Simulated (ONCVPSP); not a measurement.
# u(r) = r·R(r): atom against pseudo-atom (Fe (Z = 26))

Columns: radius, all-electron u(r) and pseudo u(r) of the 3d shell (level -7.75 eV) of iron in the configuration [Ar] 3d6 4s2; LDA (Perdew-Wang 92), scalar-relativistic, ONCV scheme, ONCVPSP 4.0.1.

| r (bohr) | all-electron | pseudo |
| --- | --- | --- |
| 0.115 | 0.0953 | 0.0125 |
| 0.230 | 0.3552 | 0.0910 |
| 0.345 | 0.6128 | 0.2640 |
| 0.460 | 0.7925 | 0.5064 |
| 0.575 | 0.8885 | 0.7555 |
| 0.690 | 0.9195 | 0.9443 |
| 0.805 | 0.9077 | 1.0337 |
| 0.920 | 0.8707 | 1.0248 |
| 1.035 | 0.8204 | 0.9487 |
| 1.150 | 0.7642 | 0.8458 |
| 1.265 | 0.7066 | 0.7467 |
| 1.380 | 0.6502 | 0.6647 |
| 1.495 | 0.5965 | 0.5998 |
| 1.610 | 0.5461 | 0.5464 |
| 1.725 | 0.4993 | 0.4993 |
| 1.840 | 0.4561 | 0.4561 |
| 1.955 | 0.4166 | 0.4166 |
| 2.070 | 0.3804 | 0.3804 |
| 2.185 | 0.3473 | 0.3473 |
| 2.300 | 0.3172 | 0.3172 |
| 2.415 | 0.2897 | 0.2897 |
| 2.530 | 0.2646 | 0.2646 |
| 2.645 | 0.2417 | 0.2417 |
| 2.760 | 0.2208 | 0.2208 |
| 2.875 | 0.2018 | 0.2018 |
| 2.990 | 0.1845 | 0.1845 |

(1) How many radial nodes do the two functions have?

(2) At about which radius was the pseudo-wave matched?

(3) Where does each function peak?

(4) Is the pseudo-wave norm-conserving?

Results:

(1) The all-electron 3d function has n − l − 1 = 0; the pseudo-wave has 0.

(2) 1.75 bohr. The columns agree to 0.0005 from 1.61 bohr on; several derivatives are matched, so the curves merge somewhat inside the radius.

(3) Outermost all-electron maximum near 0.69 bohr, pseudo maximum near 0.81 bohr (to the table’s step).

(4) Yes: the ONCV scheme keeps the norm inside the radius equal to the all-electron one, which fixes the energy derivative of the logarithmic derivative at the level.
